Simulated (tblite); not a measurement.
Compound: C3H7F3N (charge +1).
Numbering: `[CH3:1][NH2+:2][CH2:3][C:4]([F:5])([F:6])[F:7]` (hydrogens: H8, H9, H10 on C1; H11, H12 on N2; H13, H14 on C3)

Computed with GFN2-xTB (tblite), gas phase: Langevin dynamics at 400 K from the optimised GFN2-xTB geometry, time step 0.5 fs, friction 0.01 fs⁻¹, 2000 steps. The instantaneous temperature is 2·E(kin)/(3Nk) with all 3N coordinates.

```csv
t (fs),T (K),E(pot) above start (eV),C1–N2 (Å),N2–C3 (Å),C3–C4 (Å),C4–F5 (Å),C4–F6 (Å),C1–H8 (Å),C1–N2–C3–C4 (°)
0,310,0.000,1.480,1.479,1.542,1.313,1.338,1.088,180
25,150,0.361,1.444,1.449,1.519,1.319,1.295,1.144,180
50,198,0.352,1.509,1.491,1.514,1.354,1.366,1.089,171
75,279,0.365,1.473,1.546,1.528,1.290,1.367,1.077,178
100,286,0.517,1.460,1.479,1.579,1.309,1.386,1.068,-172
125,319,0.536,1.516,1.444,1.553,1.313,1.312,1.098,-171
150,259,0.628,1.538,1.454,1.556,1.288,1.289,1.081,-168
175,426,0.443,1.483,1.484,1.571,1.296,1.331,1.108,-167
200,379,0.563,1.460,1.487,1.526,1.320,1.449,1.098,-167
225,418,0.838,1.508,1.555,1.481,1.352,1.428,1.090,-174
250,496,0.681,1.546,1.470,1.528,1.353,1.270,1.087,168
275,425,0.732,1.455,1.394,1.625,1.370,1.273,1.122,163
300,446,0.535,1.430,1.518,1.574,1.344,1.337,1.099,166
325,344,0.706,1.488,1.548,1.561,1.259,1.376,1.050,172
350,350,0.548,1.499,1.550,1.504,1.289,1.385,1.098,175
375,529,0.368,1.421,1.489,1.498,1.319,1.372,1.115,-170
400,464,0.383,1.497,1.508,1.558,1.370,1.334,1.071,-161
425,384,0.619,1.521,1.512,1.548,1.377,1.338,1.043,-165
450,376,0.738,1.471,1.437,1.528,1.331,1.380,1.127,-167
475,501,0.479,1.458,1.464,1.547,1.298,1.301,1.166,-176
500,343,0.868,1.472,1.496,1.624,1.266,1.329,1.040,179
525,338,0.669,1.477,1.446,1.531,1.332,1.384,1.057,180
550,302,0.868,1.464,1.457,1.518,1.362,1.365,1.178,-176
575,453,0.712,1.459,1.454,1.498,1.364,1.375,1.085,-179
600,411,0.720,1.528,1.477,1.555,1.283,1.315,1.012,179
625,377,0.686,1.539,1.532,1.578,1.308,1.322,1.141,-172
650,472,0.541,1.443,1.467,1.598,1.352,1.323,1.126,-172
675,466,0.627,1.582,1.563,1.542,1.355,1.304,1.068,-173
700,314,0.848,1.530,1.490,1.517,1.295,1.306,1.111,-174
725,552,0.609,1.403,1.422,1.545,1.331,1.345,1.077,178
750,636,0.751,1.456,1.565,1.559,1.372,1.322,1.093,163
775,429,0.720,1.566,1.575,1.579,1.314,1.337,1.103,165
800,393,0.769,1.484,1.432,1.530,1.313,1.345,1.125,179
825,402,0.846,1.420,1.465,1.582,1.305,1.343,1.109,-177
850,486,0.547,1.483,1.478,1.571,1.320,1.367,1.080,174
875,395,0.650,1.507,1.479,1.517,1.267,1.337,1.097,-175
900,516,0.552,1.485,1.458,1.559,1.338,1.384,1.093,-166
925,431,0.771,1.434,1.517,1.541,1.342,1.361,1.078,-161
950,324,0.820,1.474,1.502,1.563,1.408,1.336,1.064,-155
975,422,0.819,1.532,1.434,1.588,1.349,1.337,1.128,-152
1000,318,0.963,1.551,1.427,1.573,1.314,1.338,1.081,-158
```

**Question.** From 500 fs on, how do temperature and potential energy compare with equipartition?

**Answer.** The mean temperature of these 21 frames is 418 K against the target 400 K, and the mean potential energy 0.73 eV against 36 × kT/2 = 0.62 eV for 36 classical harmonic modes. For 14 atoms in a canonical ensemble the temperature itself scatters by T·√(2/(3N)) = 87 K; here its standard deviation is 83 K. The whole run lasts only 10 friction times of 100 fs, so these averages carry a wide statistical error.

**Question.** What are the kinetic and total energies of the listed frame with the highest potential energy?

**Answer.** The one at 1000 fs, 0.963 eV above the start. Its kinetic energy is 3NkT/2 = 0.576 eV at 318 K, so the sum is 1.54 eV; over the listed frames the sum runs from 0.56 to 1.90 eV, since the thermostat adds and removes energy.

**Question.** How much do the listed bonds fluctuate from 500 fs on?

**Answer.** 
| bond | at the start (Å) | mean (Å) | standard deviation (Å) |
| --- | --- | --- | --- |
| C1–N2 | 1.480 | 1.490 | 0.047 |
| N2–C3 | 1.479 | 1.483 | 0.045 |
| C3–C4 | 1.542 | 1.556 | 0.030 |
| C4–F5 | 1.313 | 1.328 | 0.035 |
| C4–F6 | 1.338 | 1.342 | 0.023 |
| C1–H8 | 1.088 | 1.093 | 0.036 |

The motion is classical and holds no zero-point motion.

The cost below is that of the whole dynamics run. Time: 16 s wall; peak memory 0.18 GiB. Hardware: an Intel Xeon Platinum 8175M at 2.50 GHz with one thread, shared host with 32 logical CPUs at a one-minute load of 22.
